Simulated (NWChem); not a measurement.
## Correlation energy of H$_{2}$Be

SMILES: [BeH2]
```xyz
3

Be     0.0000     0.0000     0.0000
H      0.0000     0.0000     1.3442
H      0.0000     0.0000    -1.3442
```
Charge 0, spin multiplicity 1.

All runs are NWChem calculations. The geometry was optimised at PBE/def2-SVP, a minimum by its harmonic frequencies.

Basis set: def2-QZVP. Each correlation energy counts from its own Hartree-Fock reference.

The correlated methods keep 1 core orbital frozen. The structure started from a generated list of species. Coupled-cluster values serve here as a point of comparison, not as the truth.

One of these methods gave a correlation energy of -63.2 mHa. Which?
A. MP2
B. CR-CCSD[T]
C. SCS-MP2

A, MP2. The others give -74.4 (SCS-MP2), -78.5 (CR-CCSD[T]).
